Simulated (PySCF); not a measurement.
## Magnetic susceptibility: `[C@H]1(CO)CCC1(F)F`, C₅H₈F₂O

Geometry (Å), atoms numbered from 1 in this order:
```xyz
16

O    -2.4952   -0.2885   -0.7226
C    -1.5337    0.5705   -0.1761
C    -0.1098    0.2191   -0.6138
C     1.0157    1.0217    0.0727
C     1.5404   -0.2631    0.7422
C     0.4629   -1.0628    0.0135
F    -0.3901   -1.7646    0.8126
F     0.9296   -1.9751   -0.8778
H    -2.3504   -1.1791   -0.3801
H    -1.5871    0.5747    0.9222
H    -1.7802    1.5706   -0.5420
H    -0.0594    0.1919   -1.7030
H     1.7175    1.4790   -0.6188
H     0.6535    1.7749    0.7679
H     1.4292   -0.3000    1.8229
H     2.5494   -0.5602    0.4688
```

Computed, not measured: PySCF, GIAO BP86/ANO-RCC-VDZP magnetisability, rotational g tensor and spin-rotation constants, non-relativistic, gas phase. Geometry: GFN2-xTB.

(1) How diamagnetic is it, and how anisotropic?

(2) Split it along the inertial axes a, b, c into diamagnetic and paramagnetic parts about the centre of mass, with the quadrupole moment.

(3) And the rotational g tensor?

Results:

(1) Isotropic -1144 × 10⁻³⁰ J/T², or -68.9 × 10⁻⁶ cm³/mol; principal values -1252, -1145, -1034 × 10⁻³⁰ J/T², anisotropy 189 × 10⁻³⁰ J/T² (root of half the summed squared differences of the principal values). The susceptibility is in cgs units.

(2) 
| axis | χ (10⁻⁶ cm³/mol) | diamagnetic (10⁻⁶ cm³/mol) | paramagnetic (10⁻⁶ cm³/mol) | summed x² of all electrons (Å²) | quadrupole Θ (D Å) |
| --- | --- | --- | --- | --- | --- |
| a | -69.1 | -514.2 | 445.1 | 133.7 | -5.04 |
| b | -73.6 | -727.6 | 654.0 | 83.4 | +3.64 |
| c | -63.9 | -921.2 | 857.3 | 37.8 | +1.41 |

Anisotropies 2χaa − χbb − χcc = -0.7 and 2χbb − χaa − χcc = -14.2 × 10⁻⁶ cm³/mol. Θ is traceless in Buckingham's convention.

(3) 
| axis | rotational constant (GHz) | g | nuclear part | electronic part |
| --- | --- | --- | --- | --- |
| a | 2.7724 | -0.0172 | 0.5625 | -0.5797 |
| b | 1.8380 | -0.0119 | 0.5527 | -0.5647 |
| c | 1.4123 | -0.0147 | 0.5541 | -0.5688 |

Asymmetric top; isotopes 12C, 19F, 1H, 16O; no vibrational averaging.
